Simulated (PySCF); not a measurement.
Induced dipoles and field energies

Species: pivaloyl chloride, C5H9ClO.
Numbering: `[CH3:1][C:2]([CH3:3])([CH3:4])[C:5](=[O:6])[Cl:7]` (hydrogens: H8, H9, H10 on C1; H11, H12, H13 on C3; H14, H15, H16 on C4)

Structure used (PBE0-D3(BJ)/def2-SVP), in Å, numbered top down from 1:
```
atom  x, y, z in Å
C1     0.0870    1.3983   -0.6417
C2    -0.0621    0.0329    0.0287
C3    -0.1322   -1.0759   -1.0282
C4     1.1070   -0.2201    0.9869
C5    -1.3696    0.0463    0.8111
O6    -2.1593    0.9242    0.8646
Cl7   -1.6855   -1.4818    1.7158
H8     0.1282    2.2056    0.1035
H9     1.0167    1.4204   -1.2295
H10   -0.7562    1.6074   -1.3149
H11    0.8014   -1.0797   -1.6108
H12   -0.9678   -0.9100   -1.7251
H13   -0.2572   -2.0639   -0.5643
H14    1.1572    0.5515    1.7701
H15    1.0239   -1.2020    1.4723
H16    2.0497   -0.1903    0.4197
```

Level: CAM-B3LYP/def2-SVPD (PySCF); nuclei fixed, core orbitals frozen in the response. Permanent dipole (2.670, -0.272, -1.480) D (1 au = 2.5417 D). Static polarisability (au):

```
x   76.08  1.39 -5.30
y    1.39 82.14 -7.34
z   -5.30 -7.34 74.96
```

Only the terms in μ and α are kept: μ(F) = μ + αF and ΔE = −μ·F − ½ F·αF.

Problem. Apply 0.001 au along ±x, ±y and ±z in turn. Tabulate induced and total dipoles and both energy terms.

Solution. 
```csv
field along,induced x (D),induced y (D),induced z (D),total size (D),−μ·F (kJ/mol),−½F·αF (kJ/mol)
+x,0.193,0.004,-0.013,3.241,-2.758,-0.100
−x,-0.193,-0.004,0.013,2.891,+2.758,-0.100
+y,0.004,0.209,-0.019,3.066,+0.281,-0.108
−y,-0.004,-0.209,0.019,3.078,-0.281,-0.108
+z,-0.013,-0.019,0.191,2.967,+1.529,-0.098
−z,0.013,0.019,-0.191,3.171,-1.529,-0.098
```

Problem. For the field (-0.0005, 0.0008, 0.0007) au, what is the induced dipole, and what angle does it make with the field?

Solution. αF = (-0.103, 0.152, 0.125) D, at 2.9° to the field. The polarisability along this direction, F·αF/F², is 74.42 au, against a mean of 77.72 au.

Problem. Which field along μ doubles the dipole in that direction (linear response)?

Solution. The polarisability along the dipole is 79.48 au, so F = 1.2058 au / 79.48 au = 0.0152 au = 0.78 V/Å; higher-order terms are ignored.

Problem. What field makes μF equal to kT at 298 K?

Solution. kT = 0.9437 × 10⁻³ Eh, so F = 0.000783 au = 4.02 MV/cm.

Problem. A unit point charge sits 20 Å away. Estimate the induction energy −αe²/2R⁴ with the mean polarisability, treating the molecule as a point.

Solution. R = 37.79 bohr, so the energy is −77.7/(2 × 37.79⁴) Eh = -0.05 kJ/mol. The charge–dipole term at its most favourable orientation, −μe/R², is -2.22 kJ/mol.

Geometry: PBE0-D3(BJ)/def2-SVP; no solvent, vibrations or thermal averaging.
